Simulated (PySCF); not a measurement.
C7H9N.
SMILES with atom numbers: `[CH3:1][CH2:2][c:3]1[cH:4][cH:5][cH:6][cH:7][n:8]1` (hydrogens: H9, H10, H11 on C1; H12, H13 on C2; H14 on C4; H15 on C5; H16 on C6; H17 on C7)

The same species was optimised twice, with GFN2-xTB and with PBE0-D3(BJ)/def2-SVP (PySCF), and the same property calculations (PySCF, gas phase) were run on both structures.

| coordinate | GFN2-xTB | PBE0-D3(BJ)/def2-SVP | change |
| --- | --- | --- | --- |
| C3–N8 (Å) | 1.326 | 1.336 | +0.010 |
| C6–C7 (Å) | 1.386 | 1.394 | +0.008 |
| C4–C5 (Å) | 1.383 | 1.391 | +0.008 |
| C7–N8 (Å) | 1.321 | 1.329 | +0.008 |
| C3–C4 (Å) | 1.393 | 1.401 | +0.008 |
| C5–C6 (Å) | 1.387 | 1.392 | +0.005 |
| C1–C2 (Å) | 1.530 | 1.526 | -0.004 |
| C2–C3 (Å) | 1.501 | 1.503 | +0.002 |
| C1–C2–C3 (°) | 110.1 | 111.8 | +1.7 |
| C2–C3–C4 (°) | 121.3 | 121.6 | +0.3 |
| C3–C4–C5 (°) | 118.9 | 119.1 | +0.2 |
| C2–C3–N8 (°) | 116.7 | 116.5 | -0.2 |
| C4–C3–N8 (°) | 122.0 | 121.9 | -0.1 |
| C6–C7–N8 (°) | 123.5 | 123.6 | +0.1 |
| C3–N8–C7 (°) | 118.8 | 118.7 | -0.1 |
| C4–C5–C6 (°) | 118.8 | 118.7 | -0.1 |
| C1–C2–C3–C4 (°) | -85 | -99 | -14 |

Rotational constants: A = 4684, B = 1552, C = 1287 MHz (GFN2-xTB) against A = 4661, B = 1531, C = 1266 MHz (PBE0-D3(BJ)/def2-SVP). Point groups within 0.08 Å: C1 and C1.

On the GFN2-xTB structure: HOMO (eV) -7.26 [PBE0/pcSseg-1]; LUMO (eV) -0.64 [PBE0/pcSseg-1]; dipole (D) 1.85 [PBE0/pcSseg-1]; GIAO shielding of C1 (ppm) 166.6 [PBE0/pcSseg-1]; GIAO shielding of C2 (ppm) 149.1 [PBE0/pcSseg-1]; GIAO shielding of C3 (ppm) 15.8 [PBE0/pcSseg-1]; GIAO shielding of C4 (ppm) 60.2 [PBE0/pcSseg-1]; GIAO shielding of C5 (ppm) 44.7 [PBE0/pcSseg-1]; GIAO shielding of C6 (ppm) 61.5 [PBE0/pcSseg-1]; GIAO shielding of C7 (ppm) 31.4 [PBE0/pcSseg-1]; GIAO shielding of N8 (ppm) -86.8 [PBE0/pcSseg-1].

Task: What do these properties become on the PBE0-D3(BJ)/def2-SVP structure?

Result: 
```csv
property,level,on GFN2-xTB,on PBE0-D3(BJ)/def2-SVP,change
HOMO (eV),PBE0/pcSseg-1,-7.26,-7.31,-0.05
LUMO (eV),PBE0/pcSseg-1,-0.64,-0.73,-0.09
dipole (D),PBE0/pcSseg-1,1.85,1.83,-0.02
"energy, GFN2-xTB geometry as zero (kcal/mol)",PBE0/pcSseg-1,0.0,-0.6,-0.6
GIAO shielding of C1 (ppm),PBE0/pcSseg-1,166.6,165.5,-1.1
GIAO shielding of C2 (ppm),PBE0/pcSseg-1,149.1,148.3,-0.8
GIAO shielding of C3 (ppm),PBE0/pcSseg-1,15.8,14.0,-1.8
GIAO shielding of C4 (ppm),PBE0/pcSseg-1,60.2,57.5,-2.7
GIAO shielding of C5 (ppm),PBE0/pcSseg-1,44.7,42.7,-2.0
GIAO shielding of C6 (ppm),PBE0/pcSseg-1,61.5,58.9,-2.6
GIAO shielding of C7 (ppm),PBE0/pcSseg-1,31.4,28.8,-2.6
GIAO shielding of N8 (ppm),PBE0/pcSseg-1,-86.8,-92.9,-6.1
```

The heavy atoms differ by 0.089 Å rms after alignment. Among bonds between heavy atoms C3–N8 changes most (+0.010 Å). Changes are differences of the printed values. Neither structure is proved a minimum here.

The values belong to the conformer `[CH3:1][CH2:2][c:3]1[cH:4][cH:5][cH:6][cH:7][n:8]1`: C1–C2–C3–C4 -99°.
